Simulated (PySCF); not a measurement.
C₁₂H₁₀. Atoms are numbered in the order given.

```xyz
22

C      3.5659     0.0000     0.0000
C      2.8612    -0.3818     1.1450
C      1.4656    -0.3817     1.1444
C      0.7423     0.0000     0.0000
C     -0.7423     0.0000     0.0000
C     -1.4656     0.3817     1.1444
C     -2.8612     0.3818     1.1450
C     -3.5659     0.0000     0.0000
C     -2.8612    -0.3818    -1.1450
C     -1.4656    -0.3817    -1.1444
C      1.4656     0.3817    -1.1444
C      2.8612     0.3818    -1.1450
H      4.6585     0.0000     0.0000
H      3.4018    -0.6903     2.0432
H      0.9258    -0.7061     2.0366
H     -0.9258     0.7061     2.0366
H     -3.4018     0.6903     2.0432
H     -4.6585     0.0000     0.0000
H     -3.4018    -0.6903    -2.0432
H     -0.9258    -0.7061    -2.0366
H      0.9258     0.7061    -2.0366
H      3.4018     0.6903    -2.0432
```

Coordinates come from a B3LYP-D3(BJ)/def2-SVP optimisation. Other conformers were not sampled.

These are HF/def2-SVP in PySCF values and carry that method's errors.

ESP charges are fitted to the potential on shells at 1.4 to 2.0 van der Waals radii. Atomic charges (e):

| atom | Löwdin | ESP fit |
|---|---|---|
| C1 | -0.03 | -0.13 |
| C2 | -0.02 | [?] |
| C3 | -0.02 | [?] |
| C4 | -0.02 | 0.13 |
| C5 | -0.02 | 0.13 |
| C6 | -0.02 | [?] |
| C7 | -0.02 | [?] |
| C8 | -0.03 | -0.13 |
| C9 | -0.02 | [?] |
| C10 | -0.02 | [?] |
| C11 | -0.02 | [?] |
| C12 | -0.02 | [?] |
| H13 | 0.03 | 0.14 |
| H14 | 0.03 | 0.15 |
| H15 | 0.03 | [?] |
| H16 | 0.03 | [?] |
| H17 | 0.03 | 0.15 |
| H18 | 0.03 | 0.14 |
| H19 | 0.03 | 0.15 |
| H20 | 0.03 | [?] |
| H21 | 0.03 | [?] |
| H22 | 0.03 | 0.15 |

**Question.** Some entries are withheld; supply them. (The exact figures need the calculation; the answer reports its results.)

**Answer.** 
- C2, ESP fit: -0.14
- C3, ESP fit: -0.22
- C6, ESP fit: -0.22
- C7, ESP fit: -0.14
- C9, ESP fit: -0.14
- C10, ESP fit: -0.22
- C11, ESP fit: -0.22
- C12, ESP fit: -0.14
- H15, ESP fit: 0.15
- H16, ESP fit: 0.15
- H20, ESP fit: 0.15
- H21, ESP fit: 0.15

Computed Mayer and Wiberg (Löwdin basis) orders of the bonds:
```csv
bond,Mayer,Wiberg
C1–C2,1.41,1.46
C2–C3,1.43,1.47
C3–C4,1.41,1.41
C4–C5,0.99,1.04
C5–C6,1.41,1.41
C6–C7,1.43,1.47
C7–C8,1.41,1.46
C8–C9,1.41,1.46
C5–C10,1.41,1.41
C9–C10,1.43,1.47
C4–C11,1.41,1.41
C1–C12,1.41,1.46
C11–C12,1.43,1.47
C1–H13,1.00,0.94
C2–H14,1.00,0.94
C3–H15,1.00,0.93
C6–H16,1.00,0.93
C7–H17,1.00,0.94
C8–H18,1.00,0.94
C9–H19,1.00,0.94
C10–H20,1.00,0.93
C11–H21,1.00,0.93
C12–H22,1.00,0.94
```
